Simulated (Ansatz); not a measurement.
```yaml
crystal:
  periodic: [false, false, false]
  atoms:
    - {symbol: C, position_ang: [0.033368, 1.394034, -0.561188]}
    - {symbol: N, position_ang: [-0.079245, 0.014929, -0.118204]}
    - {symbol: Ge, position_ang: [0.873747, -0.388061, 1.396935]}
    - {symbol: In, position_ang: [-1.216116, -1.328441, -1.129067]}
    - {symbol: H, position_ang: [1.070548, 1.671746, -0.796711]}
    - {symbol: H, position_ang: [-0.556587, 1.569047, -1.466437]}
    - {symbol: H, position_ang: [-0.325523, 2.104690, 0.196806]}
    - {symbol: H, position_ang: [0.641206, -1.873874, 1.714875]}
    - {symbol: H, position_ang: [0.403921, 0.494853, 2.575940]}
    - {symbol: H, position_ang: [2.378652, -0.115005, 1.171341]}
    - {symbol: H, position_ang: [-1.976398, -0.632819, -2.499637]}
    - {symbol: H, position_ang: [-1.247562, -2.911099, -0.484661]}
basis:
  gaussian: {orbitals: def2-SVP}
hamiltonian: {xc: {name: wB97M-V}}
accuracy: high
output: {forces: true}
```

```sh
$ ansatz run in.yaml --threads 2 --pin off --events-out ev --progress --plain --max-ram 32768MiB --backend cpu
```

Output, abridged:

```
Functional definition: wB97M-V
3048 factors; integrals over basis functions are off by at most 1.3e-8 eV
519 factors; integrals over basis functions are off by at most 2.4e-9 eV
mean field evaluation 1: about -64327.8162 eV, gradient 4.9e1 eV
mean field evaluation 2: about -64323.0352 eV, gradient 6.7e1 eV
mean field evaluation 4: about -64333.0611 eV, gradient 2.8e0 eV
mean field evaluation 8: about -64333.1794 eV, gradient 9.2e-2 eV
mean field evaluation 16: about -64333.1794 eV, gradient 9.8e-5 eV
mean field -64333.17943362 eV, -2364.2007375903 hartree, gradient 4.8e-8 eV, S^2 0.000000; 0 other end points of the search recorded, 0 dependent functions left out
reference -64333.17943969 eV, -2364.2007378135 hartree; 37, 37 occupied and 89, 89 virtual orbitals, 3048 factors
Total energy: -64333.17943969 eV, -2364.2007378135 hartree
Atom 0 at     0.033368     1.394034    -0.561188 Å, force    -0.017124    -0.119545     0.031420 eV/Å
Atom 1 at    -0.079245     0.014929    -0.118204 Å, force     0.089773    -0.040723     0.142797 eV/Å
Atom 2 at     0.873747    -0.388061     1.396935 Å, force     0.058460    -0.032331     0.095952 eV/Å
Atom 3 at    -1.216116    -1.328441    -1.129067 Å, force    -0.097112    -0.112473    -0.088882 eV/Å
Atom 4 at     1.070548     1.671746    -0.796711 Å, force     0.226462     0.096395    -0.059229 eV/Å
Atom 5 at    -0.556587     1.569047    -1.466437 Å, force    -0.126008     0.071779    -0.208397 eV/Å
Atom 6 at    -0.325523     2.104690     0.196806 Å, force    -0.070987     0.189314     0.151727 eV/Å
Atom 7 at     0.641206    -1.873874     1.714875 Å, force     0.011554     0.048504    -0.003962 eV/Å
Atom 8 at     0.403921     0.494853     2.575940 Å, force     0.015862    -0.037892    -0.043332 eV/Å
Atom 9 at     2.378652    -0.115005     1.171341 Å, force    -0.056444    -0.015053     0.008396 eV/Å
Atom 10 at    -1.976398    -0.632819    -2.499637 Å, force    -0.018431    -0.023291    -0.015446 eV/Å
Atom 11 at    -1.247562    -2.911099    -0.484661 Å, force    -0.016005    -0.024684    -0.011043 eV/Å
Dipole moment:    -0.071705     0.001061    -0.100893 e Å
```

Hardware: 2 threads of an AMD EPYC 7R13 on a shared host. Wall time 59 s, peak host memory 1.2 GiB.
